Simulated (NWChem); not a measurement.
Molecule: C4H4O2; SMILES Oc1ccoc1

```xyz
10

O     -0.0974    -2.0636     0.0000
C     -0.0270    -0.7178     0.0000
C      1.1405     0.1120     0.0000
C      0.6736     1.3942     0.0000
O     -0.6648     1.4132     0.0000
C     -1.1005     0.1295     0.0000
H      0.7938    -2.4242     0.0000
H      2.1823    -0.2043     0.0000
H      1.1738     2.3596     0.0000
H     -2.1729    -0.0360     0.0000
```
Atoms are numbered in this order, from 1.

Results from NWChem. Pople sets run with spherical d functions. Medium grid unless said otherwise, to which SCAN and Minnesota functionals are sensitive. The geometry was optimised at PBE0/def2-SVP. Total energies of different functionals are on different scales.

```tsv
level	energy (Ha)	highest occupied level (eV)	orbital gap (eV)	dipole (D)
B3LYP/6-31G*	-305.2217	-5.60	6.27	2.03
PBE/6-31G*	-304.8747	___	4.60	1.93
LDA (Slater exchange, VWN5)/6-31G*	-302.7460	-4.83	4.57	2.02
BLYP/6-31G*	-305.1304	-4.46	4.57	1.93
MPW1K/6-31G*	-305.1253	-6.75	8.20	2.14
BHandHLYP/6-31G*	-305.0517	-6.84	8.77	2.16
N12/6-31G*	-305.1694	-4.53	4.59	2.00
OLYP/6-31G*	-305.1322	-4.52	4.64	1.91
M05-2X/6-31G*	-305.1876	-7.15	9.03	2.10
```

Problem. Fill in the missing entries.

Solution. 
- PBE/6-31G*, highest occupied level (eV): -4.67
